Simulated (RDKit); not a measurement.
Job for RDKit: MMFF94 on CH4SSi (SMILES C[Si]S), a point of a torsion scan.

```python
from rdkit import Chem
from rdkit.Chem import AllChem, rdDetermineBonds

blocks = [
'''7

C    -0.95460315   -0.09706990   -0.07700408
Si    0.06100428    1.53129957   -0.03119726
S     0.31396303    1.85348075   -2.18993537
H    -0.40717432   -0.89818489   -0.57555672
H    -1.90069548    0.03510451   -0.60375526
H    -1.18740492   -0.43895928    0.92928400
H    -0.33642444    0.79477408   -2.65628049
''',
]
mol = None
for b in blocks:
    f = Chem.MolFromXYZBlock(b)
    rdDetermineBonds.DetermineBonds(f, charge=0)
    mol = f if mol is None else Chem.CombineMols(mol, f)
Chem.SanitizeMol(mol)
print(Chem.MolToSmiles(Chem.RemoveHs(mol)))
ff = AllChem.MMFFGetMoleculeForceField(mol, AllChem.MMFFGetMoleculeProperties(mol), nonBondedThresh=100.0, ignoreInterfragInteractions=False)
e = ff.CalcEnergy()
print(f'MMFF94 energy {e:.6f} kcal/mol')
```

Program output:

```
[H]/[S+]=[Si-]\C
MMFF94 energy 1.494612 kcal/mol
```

The run finished.

Cost: very roughly 0.03 core-seconds.
